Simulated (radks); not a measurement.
Results of a calculation; reference values are marked as such.
The mean radii <r> (bohr) of the occupied orbitals of an atom or ion are listed with their occupations. Code: a radial shooting solver on a logarithmic mesh with Libxc functionals. Model: scalar-relativistic Kohn-Sham, LDA (Slater exchange, Perdew-Wang correlation), spin-polarised, spherical densities, finite nucleus; Fermi nuclear charge, rms radius of each element as measured or else 0.836 A^(1/3) + 0.57 fm.

| orbital | occ. | <r> |
|---|---|---|
| 1s up | 1 | 0.05628 |
| 1s down | 1 | 0.05628 |
| 2s up | 1 | 0.2562 |
| 2s down | 1 | 0.2559 |
| 2p up | 3 | 0.2254 |
| 2p down | 3 | 0.2251 |
| 3s up | 1 | 0.7743 |
| 3s down | 1 | 0.7767 |
| 3p up | 3 | 0.8155 |
| 3p down | 3 | 0.8198 |
| 3d up | 5 | 1.049 |
| 3d down | 2 | 1.113 |
| 4s up | 1 | 2.820 |
| 4s down | 1 | 2.936 |

Name the element and its charge. Open shells, if any, are filled with parallel spins first.

Answer. Z = 27, cobalt, charge 0: Co in [Ar] 3d7 4s2. The 1s radius gives Z: for a bare nucleus <r> = (2 gamma + 1)/(2Z) with gamma = sqrt(1 - (Z/c)^2), 0.05483 bohr for Z = 27, and screening makes it slightly larger (0.05628 here). The occupations add up to 27, and the charge is Z minus that.
